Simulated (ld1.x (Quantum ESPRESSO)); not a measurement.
## PBE ultrasoft dataset for zirconium, scalar-relativistic all-electron reference.

```json
{"Element": "zirconium", "Generator": "ld1.x (Quantum ESPRESSO) 7.5", "Type": "ultrasoft", "Functional": "PBE", "Relativity": "scalar-relativistic", "Frozen core": "[Kr]", "Valence charge": "4", "Reference configuration": "4d2 5s0 5p0 (charge +2)", "Partial waves": "5s (bound, empty): rcut 2.30, rcutus 2.75 bohr; 5s channel at 1 Ry: rcut 2.30, rcutus 2.75 bohr; 5p (bound, empty): rcut 2.30, rcutus 3.00 bohr; 5p channel at 0.75 Ry: rcut 2.30, rcutus 3.00 bohr; 4d (bound): rcut 1.90, rcutus 2.10 bohr; 4d channel at 2.25 Ry: rcut 1.90, rcutus 2.10 bohr", "Local potential": "all-electron potential smoothed inside 1.65 bohr (lloc = -1)", "Core correction": "a·sin(br)/r model core, default radius (core density twice the valence density)", "Augmentation charge": "PSQ, inside the norm-conserving radii"}
```

All-electron outer shells of the reference configuration (PBE, scalar-relativistic, ld1.x):

| shell | level (eV) | outermost node (bohr) | outermost maximum (bohr) |
| --- | --- | --- | --- |
| 4p | -46.92 | 0.56 | 1.17 |
| 4d | -17.30 | 0.58 | 1.57 |
| 5s | -16.04 | 1.45 | 2.85 |
| 5p | -11.67 | 1.66 | 3.44 |

Calculated quality:

```
Ghost test                                : ghost states, extra bound levels that the all-electron valence spectrum of the same l lacks: s at -105.5 eV, p at -31.7 eV (d not tested); a true bound ghost makes a file unfit for plane-wave use (spherical-Bessel basis up to 400 Ry, 20 bohr box)
Configuration tests                       : test run stopped at test 1 of 7 (negative rho)
Lowest eigenvalue of the overlap operator : -0.69 (d channel); it is negative, so in a basis up to 400 Ry S is not positive definite and the file is unfit for use
Density cutoff estimated by the generator : 124 Ry
```

Note: ghost states, extra bound levels that the all-electron valence spectrum of the same l lacks: s at -105.5 eV, p at -31.7 eV (d not tested). A true bound ghost makes a file unfit for plane-wave use. Its overlap operator is not positive definite in a basis up to 400 Ry (lowest eigenvalue d -0.69), so the file is unfit for use: the generalised eigenproblem breaks down once the basis is large enough, and its test numbers describe a broken file.

Generation and tests took about 0.79 s on one core of a shared server CPU.
